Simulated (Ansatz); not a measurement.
The same molecule with X = B, Al, Ga, In. Ansatz, PBE0-D4/def2-TZVP geometries, multiplicity 1.

Elements past krypton have def2 core potentials. Scalar relativity is left out up to krypton.

| X | molecule | mean X–C bond length / Å | mean X–F bond length / Å | HOMO–LUMO gap (PBE/def2-TZVPP) / eV | LUMO energy (PBE/def2-TZVPP) / eV | HOMO energy (B3LYP/def2-TZVPP) / eV |
| --- | --- | --- | --- | --- | --- | --- |
| Al | `N#[C][Al]([F])[F]` | 1.905 | 1.627 | 6.08 | -2.89 | -10.24 |
| Ga | `N#[C][Ga]([F])[F]` | 1.904 | 1.725 | 5.88 | -3.34 | -10.57 |
| In | `N#[C][In]([F])[F]` | 2.072 | 1.919 | 5.17 | -3.81 | -10.46 |

(1) Give the row for X = B, `N#CB(F)F`. (Best estimate.)

Results:

(1) The calculation gave: 
```csv
X,molecule,mean X–C bond length / Å,mean X–F bond length / Å,HOMO–LUMO gap (PBE/def2-TZVPP) / eV,LUMO energy (PBE/def2-TZVPP) / eV,HOMO energy (B3LYP/def2-TZVPP) / eV
B,`N#CB(F)F`,1.543,1.306,5.97,-3.30,-10.44
```

From B to In the mean X–C bond length isn't monotonic: highest at In, lowest at B; the mean X–F bond length rises at each step, by 0.613 Å in all; the HOMO–LUMO gap (PBE/def2-TZVPP) isn't monotonic: highest at Al, lowest at In; the LUMO energy (PBE/def2-TZVPP) isn't monotonic: highest at Al, lowest at In; the HOMO energy (B3LYP/def2-TZVPP) isn't monotonic: highest at Al, lowest at Ga. Bonds lengthen as the atom grows down the group.

B3LYP here is the variant with VWN-RPA as its local correlation; programs differ in this.
